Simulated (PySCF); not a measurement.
H₅Si, SMILES [SiH5-], charge -1.

Geometry optimised at PBE0-D3(BJ)/def2-TZVPD.

Calculation: r2SCAN/def2-TZVPD (PySCF).

Symmetry labels are those of the subgroup C2v that the program uses (full group D3h).

Computed valence orbital energies around the gap with their symmetry:
| orbital | symmetry | energy (eV) |
|---|---|---|
| HOMO−7 | B1 | -90.21 |
| HOMO−6 | A1 | -90.21 |
| HOMO−5 | B2 | -90.14 |
| HOMO−4 | A1 | -7.70 |
| HOMO−3 | B1 | -2.90 |
| HOMO−2 | A1 | -2.90 |
| HOMO−1 | B2 | -2.39 |
| HOMO | A1 | 0.96 |
| LUMO | A1 | 4.55 |
| LUMO+1 | B1 | 5.78 |
| LUMO+2 | A1 | 5.78 |
| LUMO+3 | A2 | 6.77 |
